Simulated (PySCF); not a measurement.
Fill in the blanks.

MnO3Br (singlet state).
Cartesian coordinates in Å at the PBE0-D3(BJ)/def2-SVP level; atoms count from 1:
```
atom  x, y, z in Å
Mn1    0.076    0.144    0.077
O2    -0.035   -0.037    1.595
O3     1.537    0.164   -0.388
O4    -0.687    1.386   -0.402
Br5   -0.891   -1.657   -0.882
```

```csv
property,level,value
point group,PBE0-D3(BJ)/def2-SVP,?
"rotational constants A, B, C",PBE0-D3(BJ)/def2-SVP,?
dipole moment,CAM-B3LYP/def2-SVPD,?
HOMO energy,CAM-B3LYP/def2-SVPD,?
LUMO energy,CAM-B3LYP/def2-SVPD,-4.47 eV
lowest singlet excitation,TDDFT CAM-B3LYP/def2-SVPD,"2.34 eV (530 nm, f = 0.000 summed over 2 states within 0.01 eV)"
strongest line among the 15 lowest singlet transitions,TDDFT CAM-B3LYP/def2-SVPD,"S4 at 2.75 eV (451 nm, f = 0.019)"
lowest triplet excitation (Tamm–Dancoff),TDA CAM-B3LYP/def2-SVPD,?
static isotropic polarisability,CAM-B3LYP/def2-SVPD,?
electronic spatial extent ⟨r²⟩ about the centre of nuclear charge,CAM-B3LYP/def2-SVPD,753 bohr²
```

The electronic properties come from PySCF, for the isolated species, density fitting. Relativistic effects, spin–orbit coupling among them, are left out although an element past zinc is present.

Task: The HOMO energy?

Result: -10.59 eV.

Task: What is the point group?

Result: C3v.

Task: Give the lowest triplet excitation (Tamm–Dancoff).

Result: 1.94 eV.

Task: What are the rotational constants A, B, C?

Result: 4.905, 1.536, 1.536 GHz.

Task: What is the static isotropic polarisability?

Result: 64.0 au.

Task: What is the dipole moment?

Result: 0.56 D.

The vertical singlet–triplet gap S1 − T1 is 0.40 eV (TDDFT singlet less Tamm–Dancoff triplet). With B = h/(8π²I), that is 505.379 GHz u Å² over I, the principal moments of inertia are 103.0, 329.0 and 329.1 u Å² (most abundant isotopes). The polarisability is 9.49 Å³ as a volume (1 au = 0.148185 Å³), or 0.76 au for each of the 84 electrons. The rotational constants are those of a prolate symmetric top.
